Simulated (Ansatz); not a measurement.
Cartesian coordinates in Å:
```
C -2.2398 1.6064 0.3855
O -0.9381 1.3610 -0.1055
Si -0.1454 -0.0494 0.0067
Cl -0.0350 -0.6591 1.9756
S 1.7586 0.3066 -0.8092
C 2.4345 -1.3687 -0.5993
H -2.5145 2.6246 0.1092
H -2.2710 1.5128 1.4748
H -2.9672 0.9146 -0.0518
H -0.8537 -1.1581 -0.6765
H 2.5492 -1.6112 0.4562
H 1.8085 -2.1141 -1.0900
H 3.4140 -1.3653 -1.0756
```

Total charge 0; spin multiplicity 1.

Task: List the PBE/def2-TZVPP orbital energies in eV (the Gaussian-basis code of Ansatz). (Estimate.)

Result: The calculation gave: Occupied: -2738.83, -2395.73, -1781.12, -510.69, -270.42, -269.90, -249.42, -208.69, -190.09, -189.96, -189.94, -154.85, -154.74, -154.60, -138.66, -95.44, -95.40, -95.35, -25.75, -20.48, -19.50, -17.37, -15.91, -13.27, -11.57, -11.36, -11.33, -10.73, -10.57, -9.44, -9.41, -8.31, -8.08, -7.65, -7.33, -7.08, -5.95. Lowest empty: -0.97, 0.10, 0.22, 0.52, 0.93, 1.15, 1.67, 2.13.
